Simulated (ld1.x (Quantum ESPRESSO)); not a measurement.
# H: variants of one PAW potential

Base potential:

* Element: H (Z = 1)
* Generator: ld1.x (Quantum ESPRESSO) 7.5
* Type: PAW
* Functional: LDA (PZ)
* Relativity: scalar-relativistic
* Frozen core: none
* Valence charge: 1
* Reference configuration: 1s1
* Partial waves: 1s (bound): rcut 1.05, rcutus 1.45 bohr; 1s channel at 3.9 Ry: rcut 1.05, rcutus 1.45 bohr; 2p channel at 0.35 Ry: rcut 1.35, rcutus 1.60 bohr; 2p channel at 0.95 Ry: rcut 1.35, rcutus 1.60 bohr
* Local potential: all-electron potential smoothed inside 1.55 bohr (lloc = -1)
* Core correction: none
* Augmentation charge: BESSEL, radius 1.05 bohr

All-electron outer shells of the reference configuration (LDA (PZ), scalar-relativistic, ld1.x):

| shell | level (eV) | outermost node (bohr) | outermost maximum (bohr) |
| --- | --- | --- | --- |
| 1s | -6.36 | – | 1.05 |

Cutoffs, loose and tight: the cutoffs (Ry, on a coarse ladder) from which the occupation-weighted sum of valence levels, in a spherical-Bessel basis at the reference potential, stays within 10 and 1 mRy of its value at 400 Ry. They do not see the model core or the augmentation charge, which bear on the density cutoff. Test errors are all-electron minus pseudo excitation energies from the reference, over the configurations 1s0.5 (two spin-polarised tests are not counted in the largest error). A dash means not determined; rows that change the core or the reference have their own tests.

| change | outcome | cutoff, loose | cutoff, tight | bound ghosts |
| --- | --- | --- | --- | --- |
| base | generated | 10 Ry | 18 Ry | none |
| all radii scaled by about 0.86 (s 1.24, p 1.38 bohr, rcut 0.90/1.16); local potential all-electron potential smoothed inside 1.32 bohr (lloc = -1); augmentation BESSEL, radius 0.90 bohr | generated | 12 Ry | 25 Ry | none |
| all radii scaled by about 1.06 (s 1.54, p 1.70 bohr, rcut 1.12/1.44); local potential all-electron potential smoothed inside 1.66 bohr (lloc = -1); augmentation BESSEL, radius 1.12 bohr | generated | 10 Ry | 18 Ry | none |
| all radii scaled by about 1.17 (s 1.70, p 1.86 bohr, rcut 1.22/1.58); local potential all-electron potential smoothed inside 1.80 bohr (lloc = -1); augmentation BESSEL, radius 1.22 bohr | generated | 8 Ry | 15 Ry | none |
| all radii scaled by about 1.23 (s 1.78, p 1.96 bohr, rcut 1.28/1.66); local potential all-electron potential smoothed inside 1.90 bohr (lloc = -1); augmentation BESSEL, radius 1.28 bohr | generated | 8 Ry | 12 Ry | none |
| all radii scaled by about 1.32 (s 1.92, p 2.12 bohr, rcut 1.38/1.78); local potential all-electron potential smoothed inside 2.04 bohr (lloc = -1); augmentation BESSEL, radius 1.38 bohr | generated | 8 Ry | 12 Ry | none |

Problem. What comes out with this change to the base: all radii scaled by about 1.40 (s 2.02, p 2.24 bohr, rcut 1.46/1.88); local potential all-electron potential smoothed inside 2.16 bohr (lloc = -1); augmentation BESSEL, radius 1.46 bohr?

Solution. outcome: generated; cutoff, loose: 8 Ry; cutoff, tight: 10 Ry; bound ghosts: none.

Problem. What comes out with this change to the base: all radii scaled by about 0.92 (s 1.34, p 1.48 bohr, rcut 0.98/1.26); local potential all-electron potential smoothed inside 1.44 bohr (lloc = -1); augmentation BESSEL, radius 0.98 bohr?

Solution. outcome: generated; cutoff, loose: 12 Ry; cutoff, tight: 21 Ry; bound ghosts: none.

Problem. What comes out with this change to the base: all radii scaled by about 0.77 (s 1.12, p 1.24 bohr, rcut 0.82/1.04); local potential all-electron potential smoothed inside 1.20 bohr (lloc = -1); augmentation BESSEL, radius 0.82 bohr?

Solution. outcome: generated; cutoff, loose: 15 Ry; cutoff, tight: 30 Ry; bound ghosts: none.

Reading the sweep of the scale of all radii (base = 1) (base included, trends over the rows without a ghost): The loose cutoff falls from 15 Ry at 0.77 to 8 Ry at 1.4. A larger radius leaves more room for a smooth pseudo-wave, so fewer plane waves are needed; a smaller one forces it to follow the all-electron wave where it bends sharply.
